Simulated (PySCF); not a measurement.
Sn(Vi)2(OMe)2, C6H12O2Sn, SMILES C=[CH][Sn]([CH]=C)([O]C)[O]C, GFN2-xTB optimised geometry.

```
21

C      1.90     0.50     0.05
C      1.14    -0.58     0.00
Sn    -1.05    -0.58     0.00
C     -2.21     1.31     0.00
C     -2.04     2.29     0.86
O     -1.51    -1.75    -1.56
C     -2.59    -2.63    -1.65
O     -1.76    -1.71     1.55
C     -1.82    -1.30     2.89
H      1.49     1.50     0.09
H      2.98     0.43     0.04
H      1.57    -1.57    -0.05
H     -2.98     1.35    -0.76
H     -1.28     2.28     1.63
H     -2.66     3.18     0.83
H     -2.76    -3.18    -0.72
H     -3.51    -2.11    -1.92
H     -2.35    -3.35    -2.44
H     -2.38    -0.37     3.01
H     -2.34    -2.09     3.43
H     -0.83    -1.17     3.32
```

Density from CAM-B3LYP/def2-SVP, def2 effective core potentials past Kr in PySCF at that geometry. The core electrons that the potentials of Sn replace are not part of the density.

Minimum of the electron density along straight lines between bonded atoms, close to the bond critical point (lines longer than 1.1 times the sum of covalent radii, or with two minima, are not listed):

```tsv
bond	length / Å	ρ at the minimum / e bohr⁻³	∇²ρ there / e bohr⁻⁵	position (fraction from the first atom)
C1–C2	1.316	0.350	-0.97	0.50
C2–Sn3	2.192	0.096	0.13	0.50
Sn3–C4	2.210	0.093	0.12	0.50
C4–C5	1.317	0.349	-0.96	0.50
Sn3–O6	2.007	0.100	0.52	0.51
O6–C7	1.404	0.258	-0.42	0.66
Sn3–O8	2.051	0.092	0.44	0.51
O8–C9	1.396	0.265	-0.46	0.66
C1–H10	1.078	0.285	-1.11	0.64
C1–H11	1.082	0.281	-1.09	0.64
C2–H12	1.082	0.280	-1.08	0.64
C4–H13	1.083	0.280	-1.07	0.64
C5–H14	1.078	0.284	-1.11	0.64
C5–H15	1.083	0.281	-1.09	0.64
C7–H16	1.090	0.284	-1.10	0.64
C7–H17	1.093	0.281	-1.06	0.63
C7–H18	1.092	0.282	-1.08	0.64
C9–H19	1.094	0.280	-1.05	0.63
C9–H20	1.092	0.281	-1.08	0.64
C9–H21	1.094	0.280	-1.05	0.63
```
